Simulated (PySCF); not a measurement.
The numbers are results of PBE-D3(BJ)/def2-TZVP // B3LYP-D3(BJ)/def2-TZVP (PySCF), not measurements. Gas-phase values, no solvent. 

Reference species (SMILES): `[Cl][In][Cl]` (neutral, multiplicity 2).

* **dipole moment**: 2.42 D

Changed species: `[Cl][InH]` (radical fragment; the reference has radical fragment).

### Question
Give the shifts of the dipole moment.

### Answer
the dipole moment rises by 0.35 D, to 2.77 D.
